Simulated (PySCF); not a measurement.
**Assigning NMR signals**

Geometry:
| atom | x (Å) | y (Å) | z (Å) |
| --- | --- | --- | --- |
| C1 | -1.127 | -1.174 | -0.609 |
| C2 | -1.018 | 0.126 | 0.193 |
| C3 | -0.619 | -0.218 | 1.628 |
| C4 | -2.379 | 0.824 | 0.205 |
| Si5 | 0.320 | 1.258 | -0.598 |
| F6 | -0.291 | 1.800 | -2.001 |
| Si7 | 2.251 | 0.125 | -1.175 |
| P8 | 2.823 | -1.301 | 0.461 |
| H9 | -0.184 | -1.721 | -0.589 |
| H10 | -1.898 | -1.817 | -0.186 |
| H11 | -1.389 | -0.970 | -1.646 |
| H12 | -1.356 | -0.882 | 2.079 |
| H13 | -0.552 | 0.680 | 2.240 |
| H14 | 0.348 | -0.723 | 1.651 |
| H15 | -3.136 | 0.172 | 0.640 |
| H16 | -2.689 | 1.082 | -0.805 |
| H17 | -2.339 | 1.739 | 0.793 |
| H18 | 0.431 | 2.503 | 0.165 |
| H19 | 3.372 | 1.030 | -1.482 |
| H20 | 2.118 | -0.738 | -2.359 |
| H21 | 4.124 | -1.460 | 0.034 |
| H22 | 3.180 | -0.315 | 1.362 |

All values are calculated (PySCF): NMR shieldings at PBE0/pcSseg-1/GIAO, GFN2-xTB structure. Equivalent nuclei averaged, one computed conformer, no solvent model, non-relativistic.

References, each an isolated molecule treated in the same way: 13C (σ = 186.93 ppm), 1H (σ = 31.72 ppm) vs TMS.

(1) Assign these signals to the numbered atoms. 13C{1H} NMR (computed): δ 27.4, 27.2.

(2) Assign these signals to the numbered atoms. 1H NMR (300 MHz, computed): δ 5.45 (m, 1H), 4.33 (m, 1H), 4.10 (m, 1H), 1.10 (s, 9H), 1.05 (m, 2H).

Results:

(1) 
| δ (ppm) | atoms | environment | reason |
| --- | --- | --- | --- |
| 27.4 | C1/C3/C4 | methyl carbon | aliphatic region, no heteroatom directly attached |
| 27.2 | C2 | fully substituted sp3 carbon bonded to Si | – |

C1/C3/C4 and C2 lie closer than the usual error of such a calculation, so a measured spectrum could show them in the other order.

(2) 
5.45 → H18, hydrogen on a silicon bonded to C, F, Si
4.33 → H19, hydrogen on a silicon bonded to P, Si
4.10 → H20, hydrogen on a silicon bonded to P, Si
1.10 → H9/H10/H11/H12/H13/H14/H15/H16/H17, hydrogen on a methyl carbon
1.05 → H21/H22, hydrogen on a phosphorus bonded to Si

H9/H10/H11/H12/H13/H14/H15/H16/H17 and H21/H22 lie closer than the usual error of such a calculation, so a measured spectrum could show them in the other order.

Splittings by 19F and 31P in the carbon and heteronuclear signals aren't shown, as no couplings were computed. Shifts are as computed. Against solution values, carbons near 30 ppm lie about +3 ppm off and those near 130 ppm about +5 ppm. Of 1211 compounds with measured shifts, 218 miss one by over three times the rms of a fit or turn the order of signals round; such compounds aren't used in these exercises. No couplings were computed; multiplicities are counted from neighbouring protons, with m where these are inequivalent, close in shift, in a saturated or five-membered ring or joined by F or P, and br s for small geminal =CH2 splittings.
